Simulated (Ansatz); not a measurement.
`O=C=N[SiH2]Cl` + `O[SiH2]F` → `F[SiH2]O[SiH2]Cl` + `N=C=O`  (ligand exchange at the Si–N bond)

Gas-phase electronic energies from Ansatz, PBE0-D4/def2-TZVP geometries. CCSD(T)/CBS adds triple-zeta CCSD(T) − MP2 to the extrapolated MP2 energy (def2 sets, frozen cores). This one scheme is used for every species. DFT in def2-TZVPP. HSE06 is defined as in plane-wave codes. Each species was taken in one conformer, which may not be the lowest.

Q: Is it downhill or uphill in electronic energy at CCSD(T)/CBS, and by how much? (An estimate is asked.)

A: Computed: Downhill: ΔE = -24.4 kJ/mol.

Q: What do these levels give: BLYP-D4, r2SCANh-D4, r2SCAN0-D4, HSE06-D4, CAM-B3LYP-D4, PBE, PBE0, r2SCAN0, HSE06, LC-ωPBE, RPA@PBE/def2-TZVPP, CCSD(T)/def2-TZVPP? (Estimate.)

A: The calculation gave: BLYP-D4 -25.6, r2SCANh-D4 -23.8, r2SCAN0-D4 -23.1, HSE06-D4 -20.1, CAM-B3LYP-D4 -25.6, PBE -18.3, PBE0 -18.3, r2SCAN0 -22.3, HSE06 -18.1, LC-ωPBE -19.6, RPA@PBE/def2-TZVPP -26.8, CCSD(T)/def2-TZVPP -24.2 kJ/mol.

Largest T1 diagnostic among the species: 0.018.

The D4 term adds −3.5 kJ/mol with B3LYP and −2.0 kJ/mol with PBE0; it sums over pairs of atoms, weighted by their polarisabilities, and B3LYP, whose exchange is more repulsive, gets the larger term. Leaving LDA and LC-ωPBE aside and taking each functional with its dispersion term where it has one, the values, not all of them listed here, spread over 6.7 kJ/mol, from BHLYP-D4 to PBE-QIDH.

B3LYP here is the variant with VWN-RPA as its local correlation; programs differ in this.
